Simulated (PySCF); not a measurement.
PySCF input for B(H)2(iPr) (C3H9B), SMILES CC(C)B, PBE/pcSseg-1. Geometry optimised at ωB97X-D3(BJ)/def2-SVP. The structure was generated by enumeration, and PubChem lists no compound with its InChIKey, so it may never have been made.

```python
import numpy as np
from pyscf import gto, scf, dft
from pyscf.prop.nmr import rks as nmr

mol = gto.M(
    atom='''
    B    -0.10512708    1.61833461   -0.00000001
    H    -0.20255340    2.22937407   -1.04301103
    H    -0.20255339    2.22937408    1.04301101
    C     0.26672612    0.10111460    0.00000000
    C    -0.08074250   -0.67749832   -1.27499956
    C    -0.08074250   -0.67749831    1.27499957
    H     1.37669104    0.26513290   -0.00000000
    H     0.39889853   -1.67063519   -1.28797791
    H    -1.16938784   -0.84057020   -1.34601146
    H     0.23179154   -0.13492559   -2.18074098
    H     0.23179154   -0.13492556    2.18074097
    H     0.39889852   -1.67063518    1.28797794
    H    -1.16938784   -0.84057019    1.34601147
    ''',
    basis='pcSseg-1',
    charge=0,
    spin=0,
    max_memory=1600,
    verbose=3,
)
mf = dft.RKS(mol, xc='pbe')
mf.grids.level = 3
mf.conv_tol = 1e-10
mf.max_cycle = 100
mf.kernel()
n = nmr.NMR(mf)
n.verbose = 2
n.max_cycle_cphf = 60
sigma = n.kernel()
print('atom   isotropic/ppm   span/ppm')
for i, s in enumerate(sigma):
    w = np.linalg.eigvalsh((s + s.T) / 2)
    print(f'{mol.atom_symbol(i):2s}{i + 1:3d} {w.mean():14.3f} {w[2] - w[0]:11.3f}')
```

Output:

```
converged SCF energy = -144.314304995652
atom   isotropic/ppm   span/ppm
B   1          3.763     181.434
H   2         23.434      11.349
H   3         23.434      11.349
C   4        132.902      74.425
C   5        157.222      45.190
C   6        157.222      45.190
H   7         30.397      11.201
H   8         29.954       8.913
H   9         29.928       8.036
H  10         29.369       9.604
H  11         29.369       9.604
H  12         29.954       8.913
H  13         29.928       8.036
```

The run converged.
